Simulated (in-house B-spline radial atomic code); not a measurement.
The numbers below are computed, except where a source is named.
Softness against transferability: the 4s channel of Ga

Ga, [Ar] 3d10 4s2 4p1, non-relativistic LDA (VWN5), spherical and spin-unpolarised, from an all-electron radial atomic-structure program (B-spline basis) (atomic units). The all-electron 4s level is ε = -0.328019 hartree, its outermost node lies just inside 0.83 bohr and its outer maximum at 1.91 bohr.

Troullier-Martins pseudo-orbitals are made for several radii. The cutoffs (hartree) are the plane-wave energies beyond which the orbital holds less than the named kinetic energy per electron. The phase error is the difference, pseudo minus all-electron, of arctan(R P'/P) at R = 2.98 bohr for all radii, half a hartree below and above the level.

| r_c (bohr) | V_l(0) (hartree) | cutoff for 10 mEh | for 1 mEh | for 0.1 mEh | phase error at ε − 0.5 (mrad) | at ε + 0.5 (mrad) |
| --- | --- | --- | --- | --- | --- | --- |
| 1.43 | -2.08 | 11 | 27.7 | 54.1 | -0.6 | -3.6 |
| 1.66 | 2.33 | 4.62 | 13.3 | 20 | -0.4 | -2.1 |
| 1.91 | 2.24 | 4.5 | 12.9 | 18.5 | -0.4 | -2.2 |
| 2.16 | 1.23 | 4.03 | 11 | 15.9 | -0.8 | -4.2 |
| 2.41 | 0.49 | 3.38 | 8.49 | 12.9 | -1.7 | -8.6 |
| 2.68 | 0.01 | 2.6 | 4.74 | 10.6 | -3.6 | -17.1 |

Problem. Which radius needs the lowest cutoff for 0.1 mEh while both phase errors stay within 4.3 mrad?

Solution. The radii within that limit are 1.43, 1.66, 1.91, 2.16 bohr; of these r_c = 2.16 needs the least, 15.9 hartree, that is 31.8 Ry or 433 eV.

Problem. What does the larger radius buy, and what does it cost?

Solution. From r_c = 1.43 to 2.68 bohr the cutoff for 1 mEh goes from 27.7 to 4.74 hartree, a factor of 5.84, against 3.51 for a pure 1/r_c² scaling, end to end; step by step it is 27.7, 13.3, 12.9, 11, 8.49, 4.74, and for 0.1 mEh 54.1, 20, 18.5, 15.9, 12.9, 10.6; the number of plane waves goes as the cutoff to the power 3/2, here a factor of 14.1. The larger of the two phase errors is least at r_c = 1.66 bohr, 2.1 mrad; it is 3.6 at the smallest radius and 17.1 at the largest. These errors test the reference atom alone. The smallest radius lies well inside the outer maximum, where the nodeless form must bend sharply to keep the norm, so it is both harder and scatters less well than the next. Large radii also let the cores of neighbours overlap, which an atom doesn't show.
